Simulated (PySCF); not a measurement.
**SmS: f occupation and spin**

Unrestricted PBE0; basis Sm x2c-TZVPall, S x2c-TZVPall; spin-free X2C with a Gaussian nucleus; PySCF 2.14. The search starts from ions with several 4f fillings and holds each by maximum overlap.

The lowest solution has 2Ms+1 = 7, about 5.9 4f electrons, near 2.39 Å.

The lowest solution of each spin and filling, followed along the bond (rough minima from three points):

| 2Ms+1 | 4f population | ⟨S²⟩ at the start | R at minimum (Å) | Te (eV) |
| --- | --- | --- | --- | --- |
| 7 | 5.92 | 12.03 | 2.39 | 0.00 |
| 5 | 5.33 | 7.19 | 2.36 | 1.13 |

Solutions at the starting distance of 2.314 Å, counted from the lowest; the search is not exhaustive:

| 2Ms+1 | 4f population | E (eV) | ⟨S²⟩ | ⟨Lz²⟩ | μ (D) |
| --- | --- | --- | --- | --- | --- |
| 7 | 5.92 | 0.00 | 12.03 | 4.0 | -8.67 |
| 7 | 5.89 | 0.10 | 12.03 | 5.8 | -8.51 |
| 7 | 5.94 | 0.19 | 12.02 | 1.4 | -8.99 |
| 7 | 5.32 | 0.91 | 12.18 | 6.3 | -5.99 |
| 7 | 5.36 | 1.08 | 12.27 | 9.9 | -5.64 |
| 7 | 5.41 | 1.09 | 12.34 | 6.5 | -5.45 |
| 5 | 5.33 | 1.09 | 7.19 | 5.6 | -5.37 |
| 5 | 5.34 | 1.10 | 7.20 | 6.4 | -5.41 |
| 5 | 5.37 | 1.30 | 7.27 | 9.9 | -5.31 |
| 9 | 6.00 | 1.69 | 20.01 | 4.0 | -3.24 |
| 9 | 6.01 | 1.80 | 20.01 | 5.9 | -3.25 |
| 9 | 6.02 | 1.88 | 20.01 | 1.4 | -3.12 |

Partly filled real f orbitals mix terms, so no term symbols are given. A population far from a whole number shows f orbitals mixing with d and ligand orbitals, not a clean configuration. A positive dipole means Sm(−)S(+).

Spin–orbit coupling is left out. Counting both spins, an empty level lies below a filled one in some of these solutions, because spin and occupation are held. With d or f electrons several states lie close, and the lowest PBE0 determinant need not be the measured ground state.
